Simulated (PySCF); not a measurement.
**How exact exchange moves a shielding**

Molecule: SMILES C[C@@H](BF)CF, C3H7BF2.

Geometry (Å), atoms numbered from 1 in this order:
```xyz
13

C    -0.3242    1.3698    0.1441
C    -0.0053   -0.0226   -0.4152
B     1.5127   -0.3285   -0.1517
F     2.4173    0.0371   -1.0451
C    -0.8814   -1.0866    0.2088
F    -0.5024   -2.3270   -0.2548
H     0.2650    2.1489   -0.3614
H    -1.3886    1.6209    0.0070
H    -0.1070    1.4347    1.2231
H    -0.1800   -0.0171   -1.5058
H     1.9264   -0.8284    0.8729
H    -0.7784   -1.0823    1.3089
H    -1.9473   -0.9358   -0.0376
```

GIAO shieldings (ppm, equivalent atoms averaged) in PySCF 2.14.0 with density-fitted response routines on the PBE0-D3(BJ)/def2-SVP geometry, basis pcSseg-1, gas phase, non-relativistic:

```csv
functional,exact exchange (%),σ(C5),σ(C2),σ(B3),σ(F4)
BLYP,0,82.3,141.4,35.1,149.7
BP86,0,88.2,147.2,38.4,150.0
PBE,0,88.4,147.3,37.1,144.5
B3LYP,20,89.3,147.9,39.9,173.0
mPW1PW91,25,95.9,154.0,43.7,178.1
BHandHLYP,50,98.3,155.7,47.1,203.7
HF,100,112.3,167.4,61.0,247.1
```

**Question.** Fit each shielding as a line in the percentage of exact exchange.

**Answer.** σ(C5) = 86.3 + 0.26 x (rms 2.4 ppm); σ(C2) = 145.4 + 0.22 x (rms 2.3 ppm); σ(B3) = 36.6 + 0.24 x (rms 1.3 ppm); σ(F4) = 150.2 + 1.00 x (rms 3.2 ppm). The functionals also differ in their semilocal parts, which the line can't hold; Hartree–Fock has no correlation at all.

**Question.** What does the line predict for PBE0 (25 %), and what does the run give?

**Answer.** σ(C5): 92.8 predicted, 96.7 computed; σ(C2): 150.9 predicted, 154.7 computed; σ(B3): 42.6 predicted, 43.2 computed; σ(F4): 175.2 predicted, 175.2 computed ppm.
